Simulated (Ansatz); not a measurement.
Consider the cleavage of the Ge–B bond: `O[BH][GeH3]` + `O[SiH2]S` → `O[SiH2][S][GeH3]` + `BO`.

Gas-phase electronic energies from Ansatz, PBE0-D4/def2-TZVP geometries. CCSD(T)/CBS adds triple-zeta CCSD(T) − MP2 to the extrapolated MP2 energy (def2 sets, frozen cores). This one scheme is used for every species. Functionals use def2-TZVPP. B3LYP here is the variant with VWN-RPA as its local correlation; programs differ in this. For Ge outer-core shells are correlated without core-valence functions, which leaves a few kJ/mol of doubt a bond. Scalar relativity is left out up to krypton. One conformer a species, not always the lowest.

(1) Is it downhill or uphill in electronic energy at CCSD(T)/CBS, and by how much? (Best estimate.)

(2) What do these levels give: B3LYP-D4, ωB97M-V, PBE, PBE0, B3LYP, HF/def2-TZVPP, SCS-MP2/def2-TZVPP, CCSD/def2-TZVPP, CCSD(T)/def2-TZVPP, HF/def2-QZVPP, MP2/CBS(def2), CCSD/CBS(def2)? (Estimate.)

Largest T1 diagnostic among the species: 0.014.

## Answers

(1) Computed: Downhill: ΔE = -58.1 kJ/mol.

(2) Ansatz gave: B3LYP-D4 -58.9, ωB97M-V -58.9, PBE -47.7, PBE0 -52.6, B3LYP -51.9, HF/def2-TZVPP -66.2, SCS-MP2/def2-TZVPP -64.6, CCSD/def2-TZVPP -56.3, CCSD(T)/def2-TZVPP -57.3, HF/def2-QZVPP -66.9, MP2/CBS(def2) -66.8, CCSD/CBS(def2) -57.1 kJ/mol.

From PBE to PBE0 (25 % exact exchange), in def2-TZVPP and without D4, ΔE moves by −4.9 kJ/mol. The D4 term adds −6.9 kJ/mol with B3LYP and −3.8 kJ/mol with PBE0; it sums over pairs of atoms, weighted by their polarisabilities, and B3LYP, whose exchange is more repulsive, gets the larger term.
